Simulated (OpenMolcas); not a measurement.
N+: effect of the active space

```yaml
Program: OpenMolcas
Method: SS-CASPT2 or its RAS form, IPEA 0.25 Eh, imaginary shift 0.1 Eh
Basis: ANO-R2
Scalar_Hamiltonian: X2C, finite nucleus
Spin-orbit_coupling: state interaction with AMFI integrals over the reference wave functions, term energies averaged over their components
```

A. 2 electrons in 3 orbitals (2p); 2S+1 = 3 even, 3 roots; 2S+1 = 1 even, 6 roots; closed shells correlated: 1s 2s; CASPT2 step roughly 1 core-seconds
B. 4 electrons in 4 orbitals (2s 2p); 2S+1 = 3 even, 6 roots; 2S+1 = 1 even, 6 roots; 2S+1 = 5 odd, 1 root; 2S+1 = 3 odd, 9 roots; 2S+1 = 1 odd, 8 roots; closed shells correlated: 1s; CASPT2 step of the order of 3 core-seconds
C. 4 electrons in 8 orbitals (2s 2p 3s 3p); 2S+1 = 3 even, 6 roots kept (CI in the orbitals of an earlier block); 2S+1 = 1 even, 9 roots; 2S+1 = 5 odd, 1 root; 2S+1 = 3 odd, 9 roots; 2S+1 = 1 odd, 8 roots; closed shells correlated: 1s; CASPT2 step roughly 11 core-seconds
D. 4 electrons in 9 orbitals (RAS2 2s 2p; RAS3 3d, at most 2 electrons); 2S+1 = 3 even, 6 roots; 2S+1 = 1 even, 11 roots; 2S+1 = 5 odd, 1 root; 2S+1 = 3 odd, 9 roots; 2S+1 = 1 odd, 8 roots; closed shells correlated: 1s; CASPT2 step about 26 core-seconds

Energies in cm⁻¹ above 2s² 2p² ³P₀, the measured ground level; measured values from NIST Handbook of Basic Atomic Spectroscopic Data.

```
      Level      A      B      C      D  Measured
2s² 2p² ³P₀    0.0    0.0    0.0    0.0       0.0
2s² 2p² ³P₁   47.2   44.2   45.2   43.7      48.7
2s² 2p² ³P₂    140    131    134    130       131
2s² 2p² ¹D₂  15510  15260  15710  15850     15316
2s² 2p² ¹S₀  35180  31770  32330  33280     32689
```

Deviations, from unrounded energies. A percentage is the sum of absolute deviations over the sum of measured energies, with the sign that they share, or ± where signs differ.

```json
{"Against measurement": "mean absolute deviation (cm-1)", "Levels": "4", "A": "670", "B": "240", "C": "190", "D": "280"}
{"Against measurement": "fine structure of the ground term (%)", "Levels": "2", "A": "±6.2", "B": "±2.8", "C": "±3.9", "D": "-3.3"}
{"Against measurement": "other terms of the ground configuration (%)", "Levels": "2", "A": "+5.6", "B": "-2.0", "C": "±1.6", "D": "+2.3"}
```

C lies closest to measurement on these levels and A furthest from it. The largest miss of C in the table is 2s² 2p² ¹D₂, by +400 cm-1. The ranking rests on the paired levels alone, and a cruder setting can come out closer through cancelling errors.

Among A to D the level of the table that moves most is 2s² 2p² ¹S₀, by 3400 cm-1 (lowest in B, highest in A). Moves below CASPT2's spread within the term are not significant.

Term energies are means over components that CASPT2 splits; among the terms shown or strongly mixed into the levels shown the widest spread is 95 cm-1 (2s² 2p² ¹D, A). With the s shell closed, the reference lacks s² → p² mixing (holds for A). Terms from blocks run as CI alone lack orbitals of their own (holds for C). The run also gave levels led by 2s 2p² 3s, 2s² 2p 3p, 2s² 2p 3s, which use shells meant for correlation; these and all levels above them are left out (holds for C). Active for correlation alone: 3d; no level in the range computed is led by a configuration that fills it, so any true level of that kind is missing (holds for D). Measured partners are found by configuration, term and J. A level has none where our copy of the source lacks it or the pairing is in doubt (some pairs that miss far off the trend of their configuration count as doubtful), and it then counts in no deviation. Levels of configurations outside the active space are missing. Levels that lie high or do not pair safely by name in every column are left out.
